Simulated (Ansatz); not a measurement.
A short molecular-dynamics run on Cl2F2Ti (`[F][Ti]([F])([Cl])[Cl]`).

```yaml
crystal:
  periodic: [false, false, false]
  atoms:
    - {symbol: F, position_ang: [-0.136693, -0.246711, 1.769273]}
    - {symbol: Ti, position_ang: [0.055164, -0.056385, 0.057064]}
    - {symbol: F, position_ang: [1.386132, -1.030021, -0.477026]}
    - {symbol: Cl, position_ang: [-1.758201, -0.694183, -0.949849]}
    - {symbol: Cl, position_ang: [0.453588, 2.027311, -0.399452]}
basis:
  gaussian: {orbitals: "6-31G*"}
hamiltonian: {xc: {name: revPBE}, dispersion: d4}
md: {timestep: 0.5 fs, n_steps: 20, ensemble: nve, temperature: 1500, initial_velocities: maxwell_boltzmann, seed: 508}
```

```sh
$ ansatz run in.yaml --threads 4 --pin off --events-out ev --progress --plain --max-ram 10444MiB
```

```tsv
step	time (fs)	potential energy (eV)	kinetic (eV)	T (K)	conserved (eV)
0	0.0	-53590.9016	0.5817	1500	-53590.3199
1	0.5	-53590.8951	0.5752	1483	-53590.3199
2	1.0	-53590.8864	0.5665	1461	-53590.3199
3	1.5	-53590.8755	0.5557	1433	-53590.3199
4	2.0	-53590.8626	0.5427	1400	-53590.3199
5	2.5	-53590.8476	0.5278	1361	-53590.3199
6	3.0	-53590.8309	0.5110	1318	-53590.3198
7	3.5	-53590.8126	0.4928	1271	-53590.3198
8	4.0	-53590.7930	0.4732	1220	-53590.3198
9	4.5	-53590.7724	0.4526	1167	-53590.3198
10	5.0	-53590.7512	0.4314	1113	-53590.3198
11	5.5	-53590.7297	0.4099	1057	-53590.3197
12	6.0	-53590.7082	0.3885	1002	-53590.3197
13	6.5	-53590.6872	0.3675	948	-53590.3197
14	7.0	-53590.6670	0.3473	896	-53590.3197
15	7.5	-53590.6479	0.3283	847	-53590.3197
16	8.0	-53590.6303	0.3107	801	-53590.3196
17	8.5	-53590.6144	0.2948	760	-53590.3196
18	9.0	-53590.6005	0.2809	724	-53590.3196
19	9.5	-53590.5886	0.2690	694	-53590.3196
20	10.0	-53590.5789	0.2592	669	-53590.3196
```

Velocities are drawn at the set temperature; a run this short doesn't reach equilibrium.

Frames (Å, forces in eV/Å):

```xyz
5
time=0.0 fs
F    -0.137   -0.247    1.769   -0.010   -0.040    0.238
Ti    0.055   -0.056    0.057    0.195   -0.199    0.202
F     1.386   -1.030   -0.477    0.188   -0.142   -0.054
Cl   -1.758   -0.694   -0.950   -0.463   -0.149   -0.262
Cl    0.454    2.027   -0.399    0.090    0.531   -0.124
5
time=0.5 fs
F    -0.135   -0.252    1.768   -0.010   -0.025    0.206
Ti    0.054   -0.054    0.055    0.063   -0.161    0.365
F     1.381   -1.025   -0.472    0.356   -0.264   -0.134
Cl   -1.756   -0.694   -0.948   -0.513   -0.166   -0.296
Cl    0.455    2.025   -0.400    0.104    0.615   -0.142
5
time=1.0 fs
F    -0.134   -0.257    1.767   -0.010   -0.009    0.174
Ti    0.054   -0.052    0.053   -0.075   -0.119    0.529
F     1.377   -1.020   -0.467    0.529   -0.389   -0.214
Cl   -1.755   -0.694   -0.947   -0.564   -0.184   -0.330
Cl    0.456    2.022   -0.401    0.120    0.700   -0.159
5
time=1.5 fs
F    -0.132   -0.262    1.766   -0.011    0.008    0.141
Ti    0.053   -0.050    0.051   -0.216   -0.076    0.694
F     1.372   -1.015   -0.463    0.705   -0.517   -0.295
Cl   -1.753   -0.695   -0.945   -0.614   -0.201   -0.363
Cl    0.457    2.020   -0.401    0.135    0.786   -0.177
5
time=2.0 fs
F    -0.131   -0.267    1.765   -0.011    0.024    0.108
Ti    0.052   -0.048    0.049   -0.361   -0.031    0.858
F     1.368   -1.011   -0.458    0.884   -0.646   -0.376
Cl   -1.752   -0.695   -0.944   -0.664   -0.218   -0.397
Cl    0.458    2.017   -0.402    0.151    0.872   -0.194
5
time=2.5 fs
F    -0.130   -0.272    1.764   -0.012    0.041    0.076
Ti    0.052   -0.046    0.047   -0.507    0.014    1.021
F     1.363   -1.006   -0.453    1.065   -0.777   -0.456
Cl   -1.750   -0.695   -0.942   -0.713   -0.236   -0.430
Cl    0.459    2.015   -0.403    0.167    0.957   -0.212
5
time=3.0 fs
F    -0.128   -0.277    1.763   -0.014    0.059    0.045
Ti    0.051   -0.044    0.045   -0.653    0.059    1.181
F     1.359   -1.001   -0.449    1.244   -0.907   -0.534
Cl   -1.749   -0.695   -0.941   -0.761   -0.253   -0.462
Cl    0.460    2.012   -0.404    0.183    1.043   -0.229
5
time=3.5 fs
F    -0.127   -0.282    1.762   -0.015    0.076    0.015
Ti    0.050   -0.042    0.043   -0.797    0.102    1.337
F     1.355   -0.997   -0.444    1.422   -1.035   -0.611
Cl   -1.747   -0.695   -0.939   -0.809   -0.270   -0.494
Cl    0.461    2.010   -0.404    0.199    1.128   -0.247
5
time=4.0 fs
F    -0.126   -0.287    1.761   -0.017    0.094   -0.014
Ti    0.049   -0.040    0.041   -0.937    0.142    1.488
F     1.351   -0.992   -0.440    1.595   -1.161   -0.684
Cl   -1.746   -0.696   -0.938   -0.856   -0.287   -0.525
Cl    0.462    2.008   -0.405    0.215    1.212   -0.264
5
time=4.5 fs
F    -0.124   -0.292    1.760   -0.020    0.112   -0.042
Ti    0.049   -0.038    0.039   -1.072    0.179    1.633
F     1.347   -0.988   -0.435    1.763   -1.282   -0.755
Cl   -1.744   -0.696   -0.937   -0.902   -0.304   -0.556
Cl    0.463    2.006   -0.406    0.231    1.295   -0.280
5
time=5.0 fs
F    -0.123   -0.297    1.759   -0.023    0.130   -0.067
Ti    0.048   -0.036    0.038   -1.199    0.211    1.771
F     1.344   -0.984   -0.431    1.923   -1.398   -0.821
Cl   -1.743   -0.696   -0.935   -0.948   -0.320   -0.586
Cl    0.464    2.004   -0.407    0.247    1.377   -0.297
5
time=5.5 fs
F    -0.121   -0.302    1.758   -0.027    0.148   -0.091
Ti    0.047   -0.034    0.036   -1.317    0.236    1.901
F     1.341   -0.980   -0.427    2.072   -1.506   -0.883
Cl   -1.742   -0.696   -0.934   -0.992   -0.336   -0.614
Cl    0.465    2.002   -0.407    0.262    1.457   -0.313
5
time=6.0 fs
F    -0.120   -0.307    1.757   -0.031    0.166   -0.113
Ti    0.046   -0.032    0.035   -1.422    0.254    2.022
F     1.338   -0.977   -0.423    2.210   -1.605   -0.940
Cl   -1.741   -0.697   -0.933   -1.035   -0.351   -0.642
Cl    0.466    2.000   -0.408    0.278    1.536   -0.328
5
time=6.5 fs
F    -0.119   -0.312    1.755   -0.036    0.184   -0.132
Ti    0.045   -0.029    0.033   -1.515    0.264    2.134
F     1.335   -0.973   -0.419    2.334   -1.694   -0.990
Cl   -1.740   -0.697   -0.932   -1.076   -0.366   -0.669
Cl    0.467    1.998   -0.409    0.292    1.612   -0.343
5
time=7.0 fs
F    -0.117   -0.317    1.754   -0.041    0.203   -0.149
Ti    0.043   -0.027    0.032   -1.591    0.264    2.235
F     1.333   -0.970   -0.415    2.442   -1.771   -1.035
Cl   -1.739   -0.697   -0.931   -1.116   -0.381   -0.695
Cl    0.468    1.997   -0.410    0.306    1.686   -0.357
5
time=7.5 fs
F    -0.116   -0.322    1.753   -0.047    0.221   -0.163
Ti    0.042   -0.025    0.031   -1.651    0.253    2.326
F     1.331   -0.967   -0.411    2.533   -1.836   -1.073
Cl   -1.738   -0.698   -0.930   -1.155   -0.394   -0.720
Cl    0.469    1.995   -0.411    0.320    1.757   -0.370
5
time=8.0 fs
F    -0.114   -0.327    1.752   -0.054    0.239   -0.175
Ti    0.041   -0.023    0.030   -1.693    0.231    2.405
F     1.329   -0.964   -0.408    2.605   -1.887   -1.103
Cl   -1.737   -0.698   -0.929   -1.191   -0.407   -0.743
Cl    0.471    1.994   -0.412    0.333    1.825   -0.383
5
time=8.5 fs
F    -0.113   -0.332    1.751   -0.061    0.256   -0.184
Ti    0.039   -0.021    0.029   -1.715    0.198    2.472
F     1.327   -0.961   -0.404    2.657   -1.923   -1.127
Cl   -1.736   -0.699   -0.928   -1.226   -0.420   -0.766
Cl    0.472    1.993   -0.413    0.345    1.889   -0.395
5
time=9.0 fs
F    -0.112   -0.337    1.750   -0.069    0.274   -0.191
Ti    0.038   -0.019    0.028   -1.717    0.153    2.526
F     1.326   -0.959   -0.401    2.689   -1.945   -1.144
Cl   -1.735   -0.699   -0.927   -1.260   -0.431   -0.786
Cl    0.473    1.992   -0.414    0.357    1.950   -0.406
5
time=9.5 fs
F    -0.110   -0.342    1.749   -0.078    0.291   -0.194
Ti    0.036   -0.017    0.027   -1.698    0.095    2.569
F     1.326   -0.957   -0.398    2.700   -1.951   -1.153
Cl   -1.735   -0.700   -0.926   -1.291   -0.442   -0.806
Cl    0.474    1.991   -0.415    0.367    2.007   -0.416
5
time=10.0 fs
F    -0.109   -0.346    1.747   -0.087    0.308   -0.196
Ti    0.034   -0.014    0.027   -1.659    0.026    2.599
F     1.325   -0.955   -0.395    2.689   -1.941   -1.155
Cl   -1.734   -0.700   -0.925   -1.320   -0.452   -0.824
Cl    0.476    1.990   -0.416    0.376    2.059   -0.425
```

Hardware: 4 threads of an AMD EPYC 7B13 on a shared host. Wall time 30 s, peak host memory 0.18 GiB.
